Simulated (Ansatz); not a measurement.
`CC[Si]N` → `[CH2]` (triplet) + `C[Si]N` at 600 K and 1 bar (formal loss of a carbene).

Calculated with Ansatz (gas phase, PBE0-D4/def2-TZVP geometries, no zero-point term in ΔE). CCSD(T)/CBS is the MP2 limit (def2-TZVPP, def2-QZVPP) plus CCSD(T) − MP2 in def2-TZVPP, frozen cores. This one scheme is used for every species. Triplets are unrestricted, without spin–orbit coupling. One conformer a species, not always the lowest.

```
          species  CCSD(T)/CBS energy (Eh)  H − E (kJ/mol)  S (J/(mol·K))
        `CC[Si]N`               -424.09714           296.3          401.0
`[CH2]` (triplet)                -39.09499            66.5          220.8
         `C[Si]N`               -384.84019           208.0          361.9
```

H − E and S are ideal-gas, rigid-rotor, harmonic terms from PBE0-D4/def2-TZVP, for one conformer and one mirror image of each species, with the whole ground term of open shells counted as degenerate. 1 Eh = 2625.50 kJ/mol, R = 8.31446 J/(mol·K).

Task: By hand: ΔE, ΔH, ΔS and ΔG.

Result: ΔE = (-39.09499) + (-384.84019) − (-424.09714) = 0.16196 Eh = 425.2 kJ/mol. Δ(H − E) = 66.5 + 208.0 − 296.3 = -21.8, so ΔH = 403.4 kJ/mol. ΔS = 220.8 + 361.9 − 401.0 = 181.7 J/(mol·K). ΔG = 403.4 − 600 × (181.7)/1000 = 294.4 kJ/mol.

Task: By hand: the equilibrium constant, and the temperature at which ΔG would vanish if ΔH and ΔS stayed fixed.

Result: log₁₀ K = −ΔG/(RT ln 10) = -25.6. ΔG = 0 at ΔH/ΔS = 2220 K.

The number of gas molecules changes by +1, which sets the sign of ΔS. A doubt of 5 kJ/mol in ΔE shifts log₁₀ K by 0.4 here. Other conformers and mirror images would add mixing entropy, several J/(mol·K) or more a flexible species. Modes under 60 cm⁻¹, often nearly free rotors, make the harmonic entropy too high. A triplet takes part, so the spin changes. These are equilibria of isolated gas molecules and say nothing of rates. Largest T1 diagnostic: 0.013 (customary marks: 0.02 for closed shells, 0.045 for open ones).
